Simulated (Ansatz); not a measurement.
CaI₂ (the lowest singlet isomer of a short search). Total charge 0; singlet. Geometry PBE-D4/def2-TZVP, basis def2-TZVP, Ansatz.

```xyz
3

Ca    0.002    0.004    0.012
I    -0.238   -2.648    0.962
I     0.236    2.644   -0.974
```

```tsv
run	HOMO (eV)	LUMO (eV)
A	-6.27	-3.04
B	-9.88	-0.49
C	-8.56	-1.65
D	-6.09	-3.05
E	-7.35	-2.32
F	-7.10	-2.64
```

In the def2 sets I takes a core potential; there is no spin–orbit coupling. LC-ωPBE has ω = 0.4 bohr⁻¹. B3LYP takes the VWN-RPA correlation. The structure comes from a short search, and lower isomers may exist.

Problem. The runs used B3LYP, BLYP, CAM-B3LYP, LC-ωPBE, PBE, PBE0. Estimate which is which.

Solution. A PBE (0 % exact exchange); B LC-ωPBE (range-separated); C CAM-B3LYP (range-separated); D BLYP (0 % exact exchange); E PBE0 (25 % exact exchange); F B3LYP (20 % exact exchange). Exact exchange lowers occupied and raises empty levels; among semilocal functionals meta-GGAs tend to open the gap a little, and such runs are hard to tell apart. The gap grows from 3.04 eV (BLYP) to 9.39 eV (LC-ωPBE).
